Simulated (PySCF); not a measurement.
Computed properties of Sn(H)(F)(OH)2 (FH3O2Sn), SMILES [OH][SnH]([OH])[F]

Sn(H)(F)(OH)2 (FH3O2Sn), SMILES [OH][SnH]([OH])[F]. Coordinates come from a B3LYP-D3(BJ)/def2-SVP optimisation. The def2 effective core potentials stand for the cores of Sn; spin–orbit coupling is left out. The values are those of a single conformer. All values are computed for the isolated molecule unless a solvent is named; none is compared with measurement here.

**Structure.** All 15 harmonic modes at B3LYP-D3(BJ)/def2-SVP (PySCF) are real, so it is a minimum. With heavy atoms numbered as in [SnH:1]([OH:2])([OH:3])[F:4], the shortest bond between them is Sn1–F4 at 1.947 Å and the longest Sn1–O3 at 1.980 Å.

**Vibrations.** The strongest infrared lines (harmonic, unscaled, degenerate partners summed) lie at 856 cm⁻¹ (109 km/mol, H 92 %), 237 cm⁻¹ (107 km/mol, H 58 %, O 35 %), 194 cm⁻¹ (101 km/mol, H 42 %, O 26 %, F 21 %, Sn 11 %). The softest mode is at 108 cm⁻¹ and the zero-point energy is 21.7 kcal/mol.

**Electronic structure.** HF/def2-TZVP (PySCF) places the frontier levels at -13.39 and 1.97 eV, a gap of 15.36 eV, and gives a dipole moment of 1.00 D and a mean polarisability of 36.6 bohr³.

**Excitations.** TDDFT-ωB97X/def2-SVPD (PySCF) has S1 at 6.58 eV (188 nm, f = 0.061, bright); the most intense of the 10 singlets computed lies at 7.64 eV (f = 0.17). T1 (TDA) is at 5.93 eV. No vertical singlet excitation falls in the visible range (under 3.1 eV).
